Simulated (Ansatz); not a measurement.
```yaml
crystal:
  periodic: [false, false, false]
  atoms:
    - {symbol: O, position_ang: [-0.225133, 1.196671, -1.418167]}
    - {symbol: Ti, position_ang: [0.259223, 0.038521, -0.141137]}
    - {symbol: O, position_ang: [2.025198, -0.224538, -0.131074]}
    - {symbol: O, position_ang: [-0.650841, -1.483472, -0.311962]}
    - {symbol: Se, position_ang: [-0.223114, 0.952537, 2.081129]}
    - {symbol: H, position_ang: [-0.963933, 1.183777, -2.028505]}
    - {symbol: H, position_ang: [2.562304, -1.005249, 0.011544]}
    - {symbol: H, position_ang: [-1.128332, -2.073079, 0.271527]}
    - {symbol: H, position_ang: [-1.566970, 1.368631, 1.649546]}
basis:
  gaussian: {orbitals: def2-TZVPD, fitting: {mean_field: cc-pVTZ-jkfit}}
magnetization: {spin_polarized: true, initial_magnetization: 2}
hamiltonian: {xc: {name: HF}}
correlation: {active_space: {window: {electrons: 2, orbitals: 1}}}
```

```sh
$ ansatz run in.yaml --threads 2 --pin off --events-out ev --progress --plain --max-ram 32768MiB --backend cpu
```

Question: How does Ansatz answer? (Estimate.)

Answer: Ansatz gave: The program refused the input.
```
Error: invalid value for `correlation.active_space`: it starts from restricted Hartree–Fock orbitals; set hamiltonian.xc: hf without magnetization.spin_polarized
```
